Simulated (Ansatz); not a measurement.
Born–Oppenheimer molecular dynamics of Cl2FZn (4 atoms, charge 0, multiplicity 2). It starts at the highest image of a converged band. Of that band: Neighbouring images differ by up to 1.5 eV, so the band resolves the path poorly. The top lies less than 8 meV above the higher end, about what the thresholds resolve: that end is a shoulder or a very shallow well. A vibrational analysis at the climbing image gives no mode beyond 40i cm⁻¹: the surface is too flat there to confirm a saddle point.

Computed with Ansatz, UHF/def2-SVP.

* ensemble: NVE (velocity Verlet)
* time step: 0.5 fs
* steps asked: 200
* starting velocities drawn for: 300 K
* seed: 11771

First frame:

```xyz
4
Properties=species:S:1:pos:R:3
Zn 0.000 -0.002 -0.326
Cl 0.005 0.007 2.865
Cl -0.001 0.000 -2.500
F -0.004 -0.005 4.501
```

Task: How far do the bonds stretch over the last three quarters of this one trajectory? (Pairs bonded in most of those frames.)

Result: 
```json
{"bond": "Zn1–Cl3", "mean (Å)": "2.186", "spread (Å)": "0.025", "shortest": "2.14", "longest": "2.22"}
{"bond": "Cl2–F4", "mean (Å)": "1.620", "spread (Å)": "0.014", "shortest": "1.60", "longest": "1.64"}
```

Mean temperature of the second half: 280 K. The conserved energy stayed within 0.0022 meV per atom of its start (net change 0.00025 meV per atom), so the integration is sound. A run of 0.1 ps of so small a system gives no equilibrium averages.

The run took 5.5 min on 2 threads of Intel(R) Xeon(R) Platinum 8259CL CPU @ 2.50GHz (Skylake/Cascade Lake) (shared host), peak memory 0.26 GiB.
